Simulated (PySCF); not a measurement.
PySCF input (M06-2X/6-31G* with LANL2DZ past Ar (5d)):

```python
from pyscf import gto, dft

mol = gto.M(
    atom='''
    Si    0.01682677    0.02100607    1.18504847
    Br    0.95298677   -1.49153430   -0.22422480
    Br   -0.95971748    1.48313187   -0.24979458
    ''',
    basis={'default': '6-31g*', 'Br': 'lanl2dz'},
    ecp={'Br': 'lanl2dz'},
    charge=1,
    spin=1,
    verbose=4,
)

mf = dft.UKS(mol, xc='m062x')
mf.grids.level = 4
mf.conv_tol = 1e-9
mf.max_cycle = 100
mf.max_memory = 1500
mf.kernel()
if not mf.converged:
    mf = mf.newton()
    mf.kernel(mf.make_rdm1())
mo, _, stable, _ = mf.stability(return_status=True)
if not stable:
    mf.kernel(mf.make_rdm1(mo, mf.mo_occ))
    stable = mf.stability(return_status=True)[2]
mf.dip_moment()
```

From the last part of the output:

```
  HOMO = -0.56051554957  LUMO = -0.408332302472  gap/eV = 4.14112
cycle= 10 E= -315.370156047156  delta_E= -1.56e-07  |g|= 0.000341  |ddm|= 0.00265
  alpha nocc = 14  HOMO = -0.568362093769978  LUMO = -0.309359931468581
  beta  nocc = 13  HOMO = -0.560700997140381  LUMO = -0.408052761607077
  HOMO = -0.56070099714  LUMO = -0.408052761607  gap/eV = 4.15377
cycle= 11 E= -315.370156245273  delta_E= -1.98e-07  |g|= 5.72e-05  |ddm|= 0.00183
  alpha nocc = 14  HOMO = -0.56836371130008  LUMO = -0.309347268486128
  beta  nocc = 13  HOMO = -0.560669348800527  LUMO = -0.408086152863941
  HOMO = -0.560669348801  LUMO = -0.408086152864  gap/eV = 4.15200
cycle= 12 E= -315.370156266919  delta_E= -2.16e-08  |g|= 4.44e-05  |ddm|= 0.000613
  alpha nocc = 14  HOMO = -0.568355866144013  LUMO = -0.309347100968175
  beta  nocc = 13  HOMO = -0.560686476014048  LUMO = -0.408058441221087
  HOMO = -0.560686476014  LUMO = -0.408058441221  gap/eV = 4.15322
cycle= 13 E= -315.370156270479  delta_E= -3.56e-09  |g|= 6.74e-06  |ddm|= 0.000155
  alpha nocc = 14  HOMO = -0.568354282420476  LUMO = -0.309346592225623
  beta  nocc = 13  HOMO = -0.560689084582654  LUMO = -0.408053105099139
  HOMO = -0.560689084583  LUMO = -0.408053105099  gap/eV = 4.15344
cycle= 14 E= -315.370156270582  delta_E= -1.02e-10  |g|= 2.03e-06  |ddm|= 2.66e-05
  alpha nocc = 14  HOMO = -0.568353963949326  LUMO = -0.309346524863845
  beta  nocc = 13  HOMO = -0.560688855499716  LUMO = -0.408052931743104
  HOMO = -0.5606888555  LUMO = -0.408052931743  gap/eV = 4.15344
Extra cycle  E= -315.370156270603  delta_E= -2.14e-11  |g|= 1.36e-06  |ddm|= 8.9e-06
converged SCF energy = -315.370156270603  <S^2> = 0.75785675  2S+1 = 2.0078414
uhf_internal: lowest eigs of H = [0.08262413 0.10761471 0.14075473]
<class 'pyscf.dft.uks.UKS'> wavefunction is stable in the internal stability analysis

WARN: System has nonzero charge 1; the dipole moment is origin-dependent.
Location of origin: [0. 0. 0.]

Dipole moment(X, Y, Z, Debye):  0.05948,  0.07419,  4.18764
```

The dipole moment of an ion depends on the origin.
